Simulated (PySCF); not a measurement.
Be(OH)(SH) (BeH2OS), SMILES [OH][Be][SH]. Atoms are numbered in the order given.

```xyz
5

Be    -0.0167    -0.6408     0.0433
O     -0.1229    -2.0449     0.1604
H      0.0372    -2.7223    -0.4891
S      0.1357     1.2652    -0.0369
H     -1.1581     1.4023    -0.3778
```
Charge 0, spin multiplicity 1.

The structure is a stationary point at PBE0-D3(BJ)/def2-TZVP. One conformer was computed; it need not be the lowest.

These are ωB97X/def2-TZVPD in PySCF values and carry that method's errors.

Mulliken values depend strongly on the basis, most of all with diffuse functions as here. ESP charges are fitted to the potential on shells at 1.4 to 2.0 van der Waals radii. Atomic charges (e):

```json
[
 {"atom": "Be1", "Mulliken": "0.15", "IAO": "1.52", "ESP fit": "…"},
 {"atom": "O2", "Mulliken": "-0.26", "IAO": "-1.22", "ESP fit": "-0.70"},
 {"atom": "H3", "Mulliken": "0.32", "IAO": "0.38", "ESP fit": "…"},
 {"atom": "S4", "Mulliken": "-0.35", "IAO": "-0.78", "ESP fit": "…"},
 {"atom": "H5", "Mulliken": "0.14", "IAO": "0.10", "ESP fit": "0.14"}
]
```

**Question.** Complete the blanks. (Estimate from the structure and the level; the computed values follow.)

**Answer.** 
- Be1, ESP fit: 0.60
- H3, ESP fit: 0.37
- S4, ESP fit: -0.41
